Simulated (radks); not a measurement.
Q: These are the eigenvalues of the occupied orbitals of an atom or ion with whole-number occupations (eV). All-electron calculation, scalar-relativistic Kohn-Sham, SCAN, spin-polarised, spherical densities, finite nucleus; meta-GGA in the generalised Kohn-Sham scheme; Fermi nuclear charge, rms radius of each element as measured or else 0.836 A^(1/3) + 0.57 fm. Program: a radial shooting solver on a logarithmic mesh with Libxc functionals.

| orbital | eigenvalue |
|---|---|
| 1s up | -4591.413 |
| 1s down | -4590.728 |
| 2s up | -646.9388 |
| 2s down | -646.5226 |
| 2p up | -559.7239 |
| 2p down | -558.9570 |
| 3s up | -194.2407 |
| 3s down | -190.2630 |
| 3p up | -169.4170 |

Which element is it, and in what charge state? The configuration may be excited. Open shells, if any, are filled with parallel spins first.

A: Z = 21, scandium, charge +8: Sc8+ in [Ne] 3s2 3p1. The list shows which subshells hold electrons but not how many an open one holds; the 1s level, -168.73 hartree, gives Z - s = 18.4 by -(Z - s)^2/2, which with screening and relativity narrows Z to a few neighbours, and the depths of the outer levels then fix element, charge and occupations together.
